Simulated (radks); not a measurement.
Valence configurations of Te IV (all share [Kr]). All-electron calculation, scalar-relativistic Kohn-Sham, r2SCAN, spin-unpolarised, spherical densities, finite nucleus; meta-GGA in the generalised Kohn-Sham scheme; Fermi nuclear charge, rms radius 4.7423 fm. Program: a radial shooting solver on a logarithmic mesh with Libxc functionals. Energies are relative to 4d10 5s2 5p1; eigenvalues in eV.

| valence | E (eV) | e(4d) | e(5p) | e(5s) |
|---|---|---|---|---|
| 4d10 5s2 5p1 | 0.000 | -73.417 | -31.537 | -43.020 |
| 4d10 5s1.5 5p1.5 | 5.732 | -74.084 | -31.897 | -43.352 |
| 4d10 5s1 5p2 | 11.453 | -74.744 | -32.234 | -43.675 |
| 4d10 5s0.5 5p2.5 | 17.171 | -75.396 | -32.556 | -43.993 |
| 4d9.5 5s2 5p1.5 | 21.521 | -76.958 | -32.720 | -44.503 |
| 4d10 5p3 | 22.888 | -76.042 | -32.867 | - |
| 4d9.5 5s1 5p2.5 | 33.289 | -78.249 | -33.382 | -45.149 |
| 4d9 5s2 5p2 | 44.228 | -80.479 | -33.853 | -45.939 |
| 4d9 5s1 5p3 | 56.310 | -81.737 | -34.488 | -46.576 |
| 4d8 5s2 5p3 | 93.248 | -87.466 | -36.008 | -48.698 |

NIST lists [Kr] 4d10 5s2 5p1 as the ground configuration; this level of theory agrees among the configurations tried. The energies are those of spherical spin-averaged densities, not of single terms.
